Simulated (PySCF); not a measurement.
C2H4N3, SMILES c1nc[nH+][nH]1, charge +1.

Geometry: PBE0-D3(BJ)/def2-SVP. The isomer is the one that the SMILES or the coordinates give; other isomers of the formula were not compared.

Level of theory: PBE/def2-TZVP (PySCF).

Computed frontier levels, gap, dipole moment and polarisability:
```yaml
highest_occupied_level: -12.72 eV
lowest_empty_level: -7.80 eV
orbital_gap: 4.93 eV
dipole_moment_about_the_centre_of_nuclear_charge: 4.59 D
mean_static_polarisability: 36.8 bohr³ (5.45 Å³)
polarisability_principal_values: 22.6, 42.7, 45.1 bohr³
```
